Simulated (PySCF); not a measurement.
BO, SMILES [B]=O, multiplicity 2. The structure is a stationary point at B3LYP-D3(BJ)/def2-TZVPD.

Level of theory: B3LYP-D3(BJ)/def2-TZVPD (PySCF).

Harmonic wavenumbers (cm⁻¹): 1923. Rotational constants (GHz): 54.20 (linear); symmetry number 1.

Question: Work out the zero-point energy and the ideal-gas rigid-rotor harmonic-oscillator thermochemistry at 298.15 K and 1 atm.

Answer: ZPE = ½ Σ hcν = ½ × 1923 cm⁻¹ = 2.75 kcal/mol. H − E(el) = 4.82 kcal/mol. Entropy in cal/(mol K): translation 35.79, rotation 11.41, vibration 0.00, spin 1.38, total 48.58. G − E(el) = -9.66 kcal/mol. Cp = 6.97 cal/(mol K).
